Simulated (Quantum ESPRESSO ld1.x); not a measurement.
Question: The mean radii <r> (bohr) of the occupied orbitals of an atom or ion are listed with their occupations. Method: Dirac Kohn-Sham, revPBE, spin-unpolarised, spherical densities, point nucleus; computed with ld1.x of Quantum ESPRESSO 7.5.

orbital  occ.      <r>
1s1/2       2  0.06354
2s1/2       2   0.2928
2p1/2       2   0.2579
2p3/2       4   0.2607
3s1/2       2   0.8976
3p1/2       2   0.9505
3p3/2       4   0.9590
3d3/2       4    1.225

Name the element and its charge. Open shells, if any, fill j = l - 1/2 first.

Answer: Z = 24, chromium, charge +2: Cr2+ in [Ar] 3d4. The 1s radius gives Z: for a bare nucleus <r> = (2 gamma + 1)/(2Z) with gamma = sqrt(1 - (Z/c)^2), 0.06186 bohr for Z = 24, and screening makes it slightly larger (0.06354 here). The occupations add up to 22, and the charge is Z minus that.
